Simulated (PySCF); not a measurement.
# Electron correlation in S (sulfur, neutral)

[Ne] 3s2 3p4, high-spin 3P determinant. Computed with PySCF 2.14 in x2c-QZVPPall, with scalar relativity by spin-free X2C-1e. Frozen: [Ne]; 6 electrons correlated.

| level | correlation energy (mhartree) |
| --- | --- |
| CCSD | -149.81 |
| (T) | -5.85 |
| CCSD(T) | -155.66 |

Diagnostics: T1 = 0.011, D1 = 0.0320, largest double amplitude 0.051.

Cost of the coupled-cluster step: roughly 8 core-seconds, for 6 correlated electrons.

Iterations:

```
CC2 = 0
CCSD nocc = (np.int64(4), np.int64(2)), nmo = (65, 65)
frozen orbitals [[0, 1, 2, 3, 4], [0, 1, 2, 3, 4]]
max_cycle = 100
direct = 0
conv_tol = 1e-08
conv_tol_normt = 1e-06
diis_space = 8
diis_start_cycle = 0
Init t2, MP2 energy = -0.128248647484878
Init E_corr(UCCSD) = -0.128248647485308
cycle = 1  E_corr(UCCSD) = -0.144201725993694  dE = -0.0159530785  norm(t1,t2) = 0.0451831
cycle = 2  E_corr(UCCSD) = -0.147983768522772  dE = -0.00378204253  norm(t1,t2) = 0.0154549
cycle = 3  E_corr(UCCSD) = -0.14986696199464  dE = -0.00188319347  norm(t1,t2) = 0.00662267
cycle = 4  E_corr(UCCSD) = -0.149814314415273  dE = 5.26475794e-05  norm(t1,t2) = 0.000954443
cycle = 5  E_corr(UCCSD) = -0.149811993134069  dE = 2.3212812e-06  norm(t1,t2) = 0.000191583
cycle = 6  E_corr(UCCSD) = -0.149814053009321  dE = -2.05987525e-06  norm(t1,t2) = 6.6631e-05
cycle = 7  E_corr(UCCSD) = -0.149813983880279  dE = 6.91290419e-08  norm(t1,t2) = 2.10144e-05
cycle = 8  E_corr(UCCSD) = -0.149813996663147  dE = -1.27828682e-08  norm(t1,t2) = 5.47638e-06
cycle = 9  E_corr(UCCSD) = -0.14981395049625  dE = 4.61668976e-08  norm(t1,t2) = 9.79012e-07
cycle = 10  E_corr(UCCSD) = -0.149813959116973  dE = -8.62072325e-09  norm(t1,t2) = 2.25414e-07
UCCSD converged
E(UCCSD) = -398.7475240076847  E_corr = -0.1498139591169728
UCCSD(T) correction = -0.00584590422936949
```
